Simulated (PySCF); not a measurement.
Can point charges reproduce the dipole moment of `N1[SiH2]N[SiH2]N[SiH2]1`?

Coordinates (PBE0-D3(BJ)/def2-SVP, Å) and charges (e) from the PBE0/pcSseg-1 density (PySCF):

```
atom       x       y       z  Mulliken      IAO  Hirshfeld  ESP-fitted
  N1   0.540   0.952  -1.287   -0.8415  -0.9524    -0.3367     -0.7251
 Si2  -0.772   1.485  -0.265   +0.8524  +0.9771    +0.3865     +0.5313
  N3  -1.643   0.119   0.386   -0.8413  -0.9536    -0.3372     -0.7222
 Si4  -0.775  -1.213   1.081   +0.8941  +0.9989    +0.3969     +0.6331
  N5   0.903  -0.866   0.746   -0.8716  -0.9394    -0.3211     -0.6814
 Si6   1.635  -0.269  -0.722   +0.8930  +0.9978    +0.3971     +0.6530
  H7   0.474   1.136  -2.283   +0.2220  +0.2713    +0.1192     +0.3525
  H8  -1.718   2.290  -1.094   -0.1239  -0.1361    -0.0839     -0.0991
  H9  -0.233   2.321   0.846   -0.1092  -0.1578    -0.0893     -0.0889
 H10  -2.610  -0.010   0.107   +0.2217  +0.2711    +0.1192     +0.3542
 H11  -0.877  -1.347   2.569   -0.1322  -0.1600    -0.0913     -0.1356
 H12  -1.288  -2.489   0.485   -0.1303  -0.1661    -0.0941     -0.1315
 H13   1.541  -1.016   1.522   +0.2285  +0.2745    +0.1199     +0.3358
 H14   1.816  -1.288  -1.806   -0.1301  -0.1649    -0.0934     -0.1359
 H15   2.997   0.211  -0.331   -0.1317  -0.1604    -0.0913     -0.1402
```

Problem. Form Σ q r in debye for every column and set it beside the full dipole.

Solution. The full density gives (-0.42, -0.29, -0.62) D, 0.80 D in size; dipole vectors point from the negative to the positive end.

```csv
scheme,μx,μy,μz,size (D),share of the full size (%),angle to the full dipole (°)
Mulliken,0.09,-0.40,-0.06,0.41,51,70
IAO,-0.02,-0.38,-0.19,0.43,54,46
Hirshfeld,-0.10,-0.12,-0.18,0.24,31,10
ESP-fitted,-0.39,-0.30,-0.60,0.77,97,2
```

Problem. Which set comes closest?

Solution. Length of the difference vector: ESP-fitted 0.04 D, Hirshfeld 0.56 D, IAO 0.59 D, Mulliken 0.76 D. Closest: ESP-fitted. The schemes that divide the density aren't constrained to reproduce the dipole.

Problem. What is left for the Hirshfeld atoms' own dipoles?

Solution. The shares of the density sum to the whole, so what Σ q r misses lies in dipoles about the nuclei. The atomic dipoles sum to (-0.42, -0.29, -0.62) − (-0.10, -0.12, -0.18) = (-0.32, -0.17, -0.44) D, 0.56 D in size.

Problem. With the origin at the mean of the coordinates, (-0.001, 0.001, -0.003) Å, which are the largest single terms, by size, of the Hirshfeld dipole along the direction of the full one?

Solution. N5 +1.13, H13 -0.93, N3 -0.82, H10 +0.73, H7 +0.63 D; all 15 atoms together +0.24 D. The single terms depend on the origin, their sum doesn't.

Problem. Give the size of the full dipole in other units.

Solution. 0.80 D = 0.315 au = 0.167 e·Å = 2.67 × 10⁻³⁰ C·m.

The structure is a single PBE0-D3(BJ)/def2-SVP conformer in the gas phase; no vibrational or solvent corrections.

These values come from a run that also computed NMR shieldings. Hardware: one thread, Arm Neoverse V1, no GPU (shared host). Cost: 25 s.
